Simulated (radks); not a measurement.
Initial-state core-level shifts of neutral phosphorus when its valence configuration changes from [Ne] 3s2 3p3. Method: scalar-relativistic Kohn-Sham, PBE, spin-polarised, spherical densities, finite nucleus; open shells are filled with parallel spins first; Fermi nuclear charge, rms radius 3.1889 fm; computed with a radial shooting solver on a logarithmic mesh with Libxc functionals. Shifts are changes of the shell-averaged eigenvalues in eV (positive: less bound); the change of the density at the nucleus, which sets a Mossbauer isomer shift, is in e/bohr^3, on a base of 2394.

| valence | 1s | 2s | 2p | density at nucleus |
|---|---|---|---|---|
| 3s1 3p4 | -1.650 | -1.613 | -1.602 | -6.8702 |
| 3s1.5 3p3.5 | -0.830 | -0.811 | -0.805 | -3.4188 |
| 3p5 | -3.555 | -3.443 | -3.420 | -14.1362 |
| 3s0.5 3p4.5 | -2.672 | -2.591 | -2.575 | -10.4674 |
